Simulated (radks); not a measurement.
Problem. Calculated with a radial shooting solver on a logarithmic mesh with Libxc functionals: non-relativistic Kohn-Sham, PBE, spin-unpolarised, spherical densities, point nucleus. Response by self-consistent Sternheimer equations with the Hartree and adiabatic LDA kernel. For heavy and open-shell atoms this level of theory can miss by tens of per cent. Rank Ca, Fe+, Cr2+, Ar2+, Sn, Cl3+, Sc2+, Ag2+ (NIST ground configurations) by static dipole polarisability, largest first.

Solution. Ca 154.5, Sn 66.68, Fe+ 26.10, Ag2+ 5.955, Sc2+ 5.205, Cr2+ 4.954, Ar2+ 4.847, Cl3+ 4.338 bohr^3.
